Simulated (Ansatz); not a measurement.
SnCl3(pyrrolidide) (C₄H₈Cl₃NSn), relaxed as a singlet with RKS PBE-D4/def2-SVP in Ansatz, starting from the GFN2-xTB geometry. Force threshold 0.03 eV/Å.

In the def2 sets Sn takes a core potential; there is no spin–orbit coupling.

Start:

Cartesian coordinates in Å:
```
Sn 0.1965 0.9195 2.0848
Cl 1.6488 -0.8069 2.8497
Cl 1.4237 2.9319 2.0786
Cl -1.4832 1.1363 3.6948
N -0.8312 0.6127 0.1464
C -1.1647 -0.7669 -0.1004
C 0.0100 -1.4121 -0.8532
C 0.8386 -0.2142 -1.3464
C -0.0282 0.9942 -0.9840
H -2.0636 -0.7444 -0.7295
H -1.4333 -1.2851 0.8215
H -0.3468 -2.0275 -1.6776
H 0.5946 -2.0428 -0.1836
H 1.7887 -0.1566 -0.8107
H 1.0481 -0.2589 -2.4134
H 0.5386 1.9044 -0.7851
H -0.7366 1.2165 -1.7918
```

```json
{"step": "1", "energy (eV)": "-49132.8354", "largest force component (eV/Å)": "1.743", "SCF passes": "22"}
{"step": "2", "energy (eV)": "-49133.0312", "largest force component (eV/Å)": "0.448", "SCF passes": "24"}
{"step": "3", "energy (eV)": "-49133.0593", "largest force component (eV/Å)": "0.092", "SCF passes": "22"}
{"step": "4", "energy (eV)": "-49133.0615", "largest force component (eV/Å)": "0.051", "SCF passes": "21"}
{"step": "5", "energy (eV)": "-49133.0621", "largest force component (eV/Å)": "0.036", "SCF passes": "21"}
{"step": "6", "energy (eV)": "-49133.0640", "largest force component (eV/Å)": "0.063", "SCF passes": "21"}
{"step": "7", "energy (eV)": "-49133.0650", "largest force component (eV/Å)": "0.124", "SCF passes": "20"}
{"step": "8", "energy (eV)": "-49133.0668", "largest force component (eV/Å)": "0.104", "SCF passes": "22"}
{"step": "9", "energy (eV)": "-49133.0692", "largest force component (eV/Å)": "0.072", "SCF passes": "22"}
{"step": "10", "energy (eV)": "-49133.0711", "largest force component (eV/Å)": "0.108", "SCF passes": "20"}
{"step": "11", "energy (eV)": "-49133.0727", "largest force component (eV/Å)": "0.103", "SCF passes": "21"}
{"step": "12", "energy (eV)": "-49133.0741", "largest force component (eV/Å)": "0.054", "SCF passes": "21"}
{"step": "13", "energy (eV)": "-49133.0751", "largest force component (eV/Å)": "0.015", "SCF passes": "21"}
{"step": "14", "energy (eV)": "-49133.0756", "largest force component (eV/Å)": "0.017", "SCF passes": "22"}
{"step": "15", "energy (eV)": "-49133.0757", "largest force component (eV/Å)": "0.043", "SCF passes": "21"}
{"step": "16", "energy (eV)": "-49133.0759", "largest force component (eV/Å)": "0.017", "SCF passes": "21"}
```

Force components are those of the run's own axes.

End:

Cartesian coordinates in Å:
```
Sn 0.1796 0.9365 2.0092
Cl 2.0716 -0.4592 2.4050
Cl 0.9042 3.1706 2.1816
Cl -1.4226 0.4336 3.6597
N -0.7424 0.7259 0.1730
C -1.2525 -0.6315 -0.0946
C -0.0852 -1.4271 -0.7279
C 0.8460 -0.3321 -1.3232
C 0.1357 1.0003 -0.9791
H -2.0890 -0.5216 -0.8235
H -1.6858 -1.0898 0.8175
H -0.4441 -2.1464 -1.4903
H 0.4490 -2.0104 0.0489
H 1.8454 -0.3703 -0.8452
H 0.9989 -0.4456 -2.4147
H 0.8180 1.8512 -0.7777
H -0.5269 1.3159 -1.8188
```

By distances, no bond broke or formed. The bond that changes most is Sn1–N5, from 2.22 to 2.07 Å (atoms count from 1).

The force fell under the threshold at step 13, but the optimiser went on. No frequencies were taken in this run, so the end may be a saddle point.

It took 45 s on 4 threads of Arm Neoverse V2 on a shared host.
